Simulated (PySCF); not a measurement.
Structure problem from calculated spectra and properties.

Formula: C2H5BF2OS.

- Rotational structure: rotational constants A, B, C: 4.902, 0.954, 0.920 GHz [PBE0-D3(BJ)/def2-SVP]
- UV, first state: lowest singlet excitation: 6.30 eV (197 nm, f = 0.199) [TDDFT CAM-B3LYP/def2-SVPD]
- Valence photoelectron: vertical ionisation energy: 9.90 eV [ΔSCF CAM-B3LYP/def2-SVPD]
- 1H NMR: chemical shifts (computed TMS as zero) by class: 6.21 (1 H), 5.53 (1 H), 2.16 (3 H) ppm [GIAO PBE0/pcSseg-1]
- Polarisability: 66.9 au [CAM-B3LYP/def2-SVPD]
- 13C NMR: chemical shifts (computed TMS as zero) by class: 123.0 (1 C), 13.2 (1 C) ppm [GIAO PBE0/pcSseg-1]

Electronic properties: PySCF, gas phase, density fitting. Levels stand in brackets. Geometry: PBE0-D3(BJ)/def2-SVP, one conformer, isolated molecule. NMR values are class means; diastereotopic atoms form classes of their own.

Q: Propose a structure and show how it fits.

A: Numbering: `[CH3:1][S:2][BH:3][O:4][CH:5]([F:6])[F:7]`. 2 carbons fall into 2 classes; from least to most shielded: CHF2 carbon [C5] (123.0 ppm), S-methyl carbon [C1] (13.2 ppm). Hydrogen classes from least to most shielded: 1 H on a CHF2 carbon, C5 (6.21 ppm), 1 H on a three-coordinate boron, B3 (5.53 ppm), 3 H on an S-methyl carbon, C1 (2.16 ppm, a mean of values up to 0.7 ppm apart in this geometry). The first electron is taken from the HOMO, whose largest Löwdin shares are 0.65 on the sulfur bonded to B and C, 0.13 on the three-coordinate boron, 0.10 on the S-methyl carbon and 0.05 on the boron-bound oxygen. The optimised geometry has point group C1 and is an asymmetric top. Structure: `CSBOC(F)F`. The assignments are read from this structure; whether some other isomer fits the data as well wasn't checked.

The values belong to the conformer `[CH3:1][S:2][BH:3][O:4][CH:5]([F:6])[F:7]`: C1–S2–B3–O4 0°, S2–B3–O4–C5 -178°, B3–O4–C5–F6 -134°.
